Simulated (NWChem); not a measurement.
System: CH₄FNOTi; SMILES [F][Ti](=[N]C)[OH]

Excerpt of the output:

```
             Northwest Computational Chemistry Package (NWChem) 7.3.0
             --------------------------------------------------------

                             Geometry "geometry" -> ""
                             -------------------------

 Output coordinates in angstroms (scale by  1.889725989 to convert to a.u.)

  No.       Tag          Charge          X              Y              Z
 ---- ---------------- ---------- -------------- -------------- --------------
    1 Ti                  22.0000    -0.02441900     0.45089000    -0.04369100
    2 N                    7.0000    -0.07910900    -1.22667000    -0.02041100
    3 C                    6.0000     0.12843300    -2.64247200     0.02688300
    4 H                    1.0000    -0.72400300    -3.16116200     0.49047500
    5 H                    1.0000     0.24468700    -3.04826000    -0.98917100
    6 H                    1.0000     1.03519000    -2.90628400     0.59196800
    7 F                    9.0000     1.56539800     1.27854500     0.03002500
    8 O                    8.0000    -1.61503800     1.33731400     0.02276200
    9 H                    1.0000    -2.52295200     1.00852700     0.06487700

 Effective nuclear repulsion energy (a.u.)     284.2304042317

                              NWChem Property Module
                              ----------------------

  itol2e modified to match energy
  convergence criterion.

                                 NWChem DFT Module
                                 -----------------

 Summary of "ao basis" -> "ao basis" (spherical)
 ------------------------------------------------------------------------------
       Tag                 Description            Shells   Functions and Types
 ---------------- ------------------------------  ------  ---------------------
 Ti                         def2-svp                11       31   5s3p2d1f
 N                          def2-svp                 6       14   3s2p1d
 C                          def2-svp                 6       14   3s2p1d
 H                          def2-svp                 3        5   2s1p
 F                          def2-svp                 6       14   3s2p1d
 O                          def2-svp                 6       14   3s2p1d

  itol2e modified to match energy
  convergence criterion.

            General Information
            -------------------
          SCF calculation type: DFT
          Wavefunction type:  closed shell.
          No. of atoms     :     9
          No. of electrons :    56
           Alpha electrons :    28
            Beta electrons :    28
          Charge           :     0
          Spin multiplicity:     1
          Use of symmetry is: off; symmetry adaption is: off
          Maximum number of iterations: 150
          AO basis - number of functions:   107
                     number of shells:    47
          Convergence on energy requested:  1.00D-07
          Convergence on density requested:  1.00D-05
          Convergence on gradient requested:  5.00D-04

              XC Information
              --------------
                     Hartree-Fock (Exact) Exchange  1.000
                   CAM-Becke88 Exchange Functional  1.000
                      VWN V Correlation Functional  0.190 local
              Lee-Yang-Parr Correlation Functional  0.810

           Range-Separation Parameters
           ---------------------------
           Alpha           :  0.19
           Beta            :  0.46
           Gamma           :  0.33
           Short-Range HF  :     F

[...]

          -----------------------
          Electric field gradient
          -----------------------

 1 a.u. = 0.324123 10**(16) esu/cm**3  ( or statvolts/cm**2 ) = 0.97174 10**(22) v/m**2

 ------------------------------------------------------------
   Atom      X         Y         Z
 ------------------------------------------------------------
    1 Ti  -0.04615   0.85206  -0.08256
 ------------------------------------------------------------

 Electric field gradient in molecular frame (a.u.)
         XX             YY             ZZ             XY             XZ             YZ
 ------------------------------------------------------------------------------------------
        0.761162       0.986248      -1.747410      -0.029717       0.000749       0.027081

 Principal components (a.u.) and orientation
 of principal axis w.r.t. absolute frame                      Asymmetry parameter eta
 --------------------------------------------------------------------------------------
       -1.747679       0.990366       0.757312                       0.133351

       -0.000416      -0.128540       0.991704
       -0.009909       0.991656       0.128530
        0.999951       0.009774       0.001686

 ------------------------------------------------------------
   Atom      X         Y         Z
 ------------------------------------------------------------
    2 N   -0.14949  -2.31807  -0.03857
 ------------------------------------------------------------

 Electric field gradient in molecular frame (a.u.)
         XX             YY             ZZ             XY             XZ             YZ
 ------------------------------------------------------------------------------------------
        0.438466      -0.201852      -0.236613       0.060293       0.007474      -0.002718

 Principal components (a.u.) and orientation
 of principal axis w.r.t. absolute frame                      Asymmetry parameter eta
 --------------------------------------------------------------------------------------
        0.444169      -0.237080      -0.207089                       0.067521

        0.995622      -0.021046      -0.091075
        0.092877       0.112663       0.989283
        0.010560       0.993410      -0.114124

 ------------------------------------------------------------
   Atom      X         Y         Z
 ------------------------------------------------------------
    3 C    0.24270  -4.99355   0.05080
 ------------------------------------------------------------

 Electric field gradient in molecular frame (a.u.)
         XX             YY             ZZ             XY             XZ             YZ
 ------------------------------------------------------------------------------------------
        0.089576      -0.175124       0.085548       0.037973       0.000176       0.003942

 Principal components (a.u.) and orientation
 of principal axis w.r.t. absolute frame                      Asymmetry parameter eta
 --------------------------------------------------------------------------------------
       -0.180520       0.094971       0.085548                       0.052199

       -0.139196       0.987169      -0.078245
        0.990158       0.139909       0.003680
       -0.014580       0.076963       0.996927

 ------------------------------------------------------------
   Atom      X         Y         Z
 ------------------------------------------------------------
    4 H   -1.36817  -5.97373   0.92686
 ------------------------------------------------------------

 Electric field gradient in molecular frame (a.u.)
         XX             YY             ZZ             XY             XZ             YZ
 ------------------------------------------------------------------------------------------
       -0.118174       0.045336       0.072838      -0.159301       0.146878       0.087720

 Principal components (a.u.) and orientation
 of principal axis w.r.t. absolute frame                      Asymmetry parameter eta
 --------------------------------------------------------------------------------------
       -0.295029       0.152630       0.142399                       0.034677

        0.774673       0.434932      -0.459039
        0.471245       0.086998       0.877701
       -0.421676       0.896251       0.137565

 ------------------------------------------------------------
   Atom      X         Y         Z
 ------------------------------------------------------------
    5 H    0.46239  -5.76038  -1.86926
 ------------------------------------------------------------

 Electric field gradient in molecular frame (a.u.)
         XX             YY             ZZ             XY             XZ             YZ
 ------------------------------------------------------------------------------------------
        0.148606       0.082904      -0.231510       0.018628       0.043355      -0.149051

 Principal components (a.u.) and orientation
 of principal axis w.r.t. absolute frame                      Asymmetry parameter eta
 --------------------------------------------------------------------------------------
       -0.295943       0.153746       0.142197                       0.039027

       -0.105519       0.988603      -0.107373
        0.368562       0.139166       0.919127
        0.923595       0.057412      -0.379046

 ------------------------------------------------------------
   Atom      X         Y         Z
 ------------------------------------------------------------
    6 H    1.95623  -5.49208   1.11866
 ------------------------------------------------------------

 Electric field gradient in molecular frame (a.u.)
         XX             YY             ZZ             XY             XZ             YZ
 ------------------------------------------------------------------------------------------
       -0.150845       0.116990       0.033855       0.086314      -0.189467       0.053050

[...]
```

Level: CAM-B3LYP/def2-SVP. Structure relaxed at the B3LYP/6-31G* (spherical d) level. Not confirmed as a minimum by frequencies. NWChem prints the field gradient with the sign opposite to the second derivative of the potential.

Question: Reconstruct the input file.

Answer: One answer among several that fit: the input that was run:
```
start job
memory heap 200 mb stack 900 mb global 1100 mb
geometry units angstroms noautosym nocenter noautoz
  Ti    -0.024419     0.450890    -0.043691
  N     -0.079109    -1.226670    -0.020411
  C      0.128433    -2.642472     0.026883
  H     -0.724003    -3.161162     0.490475
  H      0.244687    -3.048260    -0.989171
  H      1.035190    -2.906284     0.591968
  F      1.565398     1.278545     0.030025
  O     -1.615038     1.337314     0.022762
  H     -2.522952     1.008527     0.064877
end
basis spherical
  * library def2-svp
end
dft
  xc xcamb88 1.00 lyp 0.81 vwn_5 0.19 hfexch 1.00
  cam 0.33 cam_alpha 0.19 cam_beta 0.46
  iterations 150
end
property
  efieldgrad
end
task dft property
```
